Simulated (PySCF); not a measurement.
C₃H₅N₂, SMILES [nH]1ccc[nH+]1, charge +1. Heavy atoms are numbered as in [cH:1]1[cH:2][nH:3][nH+:4][cH:5]1. Hydrogens are named by the atom that carries them.

The structure is a stationary point at TPSSh-D3(BJ)/def2-SVP. The isomer is the one that the SMILES or the coordinates give; other isomers of the formula were not compared.

Computed with HF/def2-TZVP (PySCF).

ESP charges are fitted to the potential on shells at 1.4 to 2.0 van der Waals radii. Atomic charges (e), one atom of each kind:

```csv
atom,ESP fit,Mulliken,Löwdin,IAO
C1 (CH),-0.19,-0.13,-0.14,-0.22
C2 (CH),…,0.06,-0.07,0.08
N3 (NH),-0.16,-0.17,0.17,-0.14
H on C1,…,0.22,0.17,0.21
H on C2,0.25,0.23,0.17,0.22
H on N3,…,0.33,0.22,0.35
```

Complete the blanks. (Estimate from the structure and the level; the computed values follow.)


- C2 (CH), ESP fit: 0.00
- H on C1, ESP fit: 0.23
- H on N3, ESP fit: 0.39

Give the Mayer and Wiberg (Löwdin basis) orders of the bonds. (The exact figures need the calculation; the answer reports its results.)


```csv
bond,Mayer,Wiberg
C1–C2,1.48,1.58
C2–N3,1.36,1.63
N3–N4,1.01,1.37
C1–C5,1.48,1.58
N4–C5,1.36,1.63
```
